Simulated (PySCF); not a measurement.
C₂H₅AlO, SMILES [AlH]([OH])[CH]=C at its PBE0/def2-SVP optimised geometry (Å):

```
9

Al    -0.1798    -1.2532     0.0000
H     -0.9777    -2.6275     0.0014
C     -0.9976     0.5053     0.0000
C     -0.2472     1.6193     0.0221
H     -2.0884     0.6432    -0.0146
H     -0.6828     2.6275     0.0256
H      0.8488     1.5758     0.0378
O      1.5279    -1.2532     0.0000
H      2.0884    -2.0299     0.0158
```

Method: PBE0/def2-TZVP in PySCF. Cells within 0.4 Å of a nucleus heavier than hydrogen are left out (blank, or x).

Map of the Laplacian of the electron density (e/bohr⁵), clipped to [-1.50, 1.50] on the plane z = 0.0 Å:

```
|55555555555555555555555555555|
|55555555555555555555555555555|
|55555555555555555555555555555|
|55555555555555555555555555555|
|55555555555555555555555555555|
|55555555555555555555555555555|
|55555555555525555555555555555|
|55555555555503555555555555555|
|55555555555531455555555555555|
|5555555555554xx21455555555555|
|5555555555553xx20455555555555|
|55555555555412555555555555555|
|55555555012xx5555555555555555|
|55555555433xx5555555555555555|
|55555555555324555555555555555|
|55555555555445555555555555555|
|55555555555569965666655555555|
|5555555555559xx963xx655555555|
|5555555555559xx952xx655555555|
|55555555555469965662255555555|
|55555555555445555554055555555|
|55555555554024555555555555555|
|55555555555345555555555555555|
|55555555555555555555555555555|
|55555555555555555555555555555|
|55555555555555555555555555555|
|55555555555555555555555555555|
|55555555555555555555555555555|
|55555555555555555555555555555|
```
Scale: ten equal steps from -1.50 (start of '0') to 1.50 (end of '9'), in the order '0123456789'; x runs from -5.00 to 5.00, y from -5.00 (bottom) to 5.00 (top).
